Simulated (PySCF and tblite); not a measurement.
C₆H₈FNS, numbered as in [CH3:1][CH:2]([CH3:3])[c:4]1[cH:5][s:6][n:7][c:8]1[F:9]. Conformers came from 60 starts (ETKDG and KDG, MMFF94s, GFN2-xTB); geometries are GFN2-xTB. Free energies are PBE0-D3(BJ)/pcSseg-1 single points with GFN2-xTB rigid-rotor and vibrational terms (modes under about 100 cm⁻¹ blended into free rotors). Symmetry numbers and mirror images are counted. Conformers within 2.5 kcal/mol (GFN2-xTB free energy) were kept, 2 at most. GIAO shieldings: PBE0/pcSseg-1. Shifts are against TMS (¹H), TMS (¹³C), CFCl3 (¹⁹F), NH3 (¹⁵N) at the same level. Run with PySCF (density fitting) and tblite.

Torsions listed: C1–C2–C4–C5.

Two conformers hold nearly all the population. I: 119°; δ(C2) = 32.81 ppm. II: -62°; δ(C2) = 28.45 ppm. The average over the ensemble at 298.15 K is 30.09 ppm.

(1) What populations and free-energy difference follow from a two-state model?

Results:

(1) p(I) = (30.09 − 28.45)/(32.81 − 28.45) = 0.38, so K = p(II)/p(I) = 1.66 and G(II) − G(I) = −RT ln K = -0.30 kcal/mol. The weights computed directly are 37.6 % and 62.4 %.


¹⁵N shifts are against a computed isolated NH3 molecule, about 20 ppm from the liquid.

Conformer gaps in pcSseg-1 on xTB geometries can be 2 kcal/mol off for S=O, P=O and other polar bonds.